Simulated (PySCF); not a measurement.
**Arsenic: a sound run and one with changed settings**

Sound run: As⁺ [Ar] 3d10 4s2 4p2, As²⁺ [Ar] 3d10 4s2 4p1. All numbers are calculated (PySCF 2.14, the non-relativistic Hamiltonian (point nucleus), in def2-SVP). In the sound run the correlated levels freeze [Ar] 3d10. The sound run starts from symmetry-adapted Hartree-Fock orbitals and uses a fine grid where one is needed.

Changed run: the spin-free X2C one-electron Hamiltonian (Gaussian nucleus). This setting is unsound on purpose.

```
species   method  sound run (hartree)  changed run (hartree)  converged
    As⁺      UHF          -2233.56916            -2252.98903        yes
    As⁺     PBE0          -2234.89795            -2254.31659        yes
    As⁺      PBE          -2234.83166            -2254.24931        yes
    As⁺      MP2          -2233.61327            -2253.03294        yes
    As⁺  CCSD(T)          -2233.63096            -2253.05025        yes
   As²⁺      UHF          -2232.90741            -2252.32580        yes
   As²⁺     PBE0          -2234.21396            -2253.63084        yes
   As²⁺      PBE          -2234.14933            -2253.56516        yes
   As²⁺      MP2          -2232.94196            -2252.36017        yes
   As²⁺  CCSD(T)          -2232.95851            -2252.37627        yes
```

Ionisation energy of As⁺:

| method | sound run (eV) | changed run (eV) |
| --- | --- | --- |
| UHF | 18.007 | 18.047 |
| PBE0 | 18.612 | 18.660 |
| PBE | 18.567 | 18.617 |
| MP2 | 18.267 | 18.307 |
| SCS-MP2 | 18.200 | 18.240 |
| CCSD | 18.290 | 18.332 |
| CCSD(T) | 18.298 | 18.340 |

Most of the change in total energy is the relativistic energy itself. On top of that the contraction fixes the core shape for the Hamiltonian it was made with, so the changed run is not a good calculation with the other Hamiltonian either.

For comparison, NIST gives 18.589 eV between the lowest levels.
